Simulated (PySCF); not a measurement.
C₄H₄OSSe, SMILES c1cc(sc1[SeH])O at its GFN2-xTB optimised geometry (Å):

```
11

O     -1.4160    -2.7932     0.0140
C     -0.6169    -1.7096     0.0000
C      0.7415    -1.7096     0.0000
C      1.2890    -0.4058     0.0000
C      0.3475     0.5732     0.0063
Se     0.6530     2.4487    -0.0559
S     -1.2632    -0.0898    -0.0106
H     -2.3456    -2.5391     0.0099
H      1.3254    -2.6103     0.0074
H      2.3456    -0.2033     0.0044
H     -0.6732     2.7932     0.4105
```

Calculation: B3LYP/def2-TZVP run with PySCF.

Map of the deformation density (molecule minus spherical neutral atoms) (e/bohr³) on the plane z = 0.6 Å:

```
|-----------------------------|
|-----------------------------|
|---------------:-------------|
|-----------:::::::-----------|
|----------::::::::-----------|
|----------:.:=-:-=-----------|
|---------::.*@*=*#+----------|
|---------::.+%*=#%*----------|
|----------::--::+*=----------|
|----------::::.:--:::--------|
|---------:::::-==::::--------|
|---------:::::-=-:::::-------|
|----------::-----:.::::------|
|--------=++-=+-=#+::::::-----|
|--------=#%+--:-#*:--:::-----|
|---------=+-.  .-: -=:::-----|
|-------:::-+-   :-.:::::-----|
|-------:::-+=:..=+-.:::------|
|------:::.:::=+=--:.:::------|
|-----:::...  +%+:.::::-------|
|-----:..:::- .=-:=-:::-------|
|-----:..-=+=. .::=-:::-------|
|-----:..-+@+:..::::::--------|
|-----::::-*+:::::::::--------|
|------:::----:::::::---------|
|-----------------------------|
|-----------------------------|
|-----------------------------|
|-----------------------------|
```
Scale: ten equal steps from -0.018 (start of ' ') to 0.036 (end of '@'), in the order ' .:-=+*#%@'; x runs from -5.00 to 5.00, y from -5.00 (bottom) to 5.00 (top).
